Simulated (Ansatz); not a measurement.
Two isomers of C3H6ClFSi: A = `C=CC[SiH](F)Cl`, B = `C=C(CCl)[SiH2]F`.

Computed with Ansatz on PBE0-D4/def2-TZVP structures; ΔE is electronic, products minus reactants. CCSD(T)/CBS is the MP2 limit (def2-TZVPP, def2-QZVPP) plus CCSD(T) − MP2 in def2-TZVPP, frozen cores. DFT in def2-TZVPP. B3LYP here is the variant with VWN-RPA as its local correlation; programs differ in this. Each species was taken in one conformer, which may not be the lowest.

(1) Which isomer does CCSD(T)/CBS put lower? Give the gap. (Best estimate.)

(2) Give E(B) − E(A) in kJ/mol with MP2/def2-TZVPP, ωB97M-V, PBE-D4, CCSD/def2-TZVPP, B2PLYP, B3LYP, r2SCAN-D4. (Estimate.)

Largest T1 diagnostic: 0.011.

## Answers

(1) Ansatz gave: A, by 173.2 kJ/mol.

(2) Ansatz gave: MP2/def2-TZVPP 176.0, ωB97M-V 175.6, PBE-D4 169.1, CCSD/def2-TZVPP 173.2, B2PLYP 173.4, B3LYP 172.2, r2SCAN-D4 177.7. None reverses the order clearly.

From PBE to PBE0 (25 % exact exchange), in def2-TZVPP and without D4, E(B) − E(A) moves by +4.9 kJ/mol.
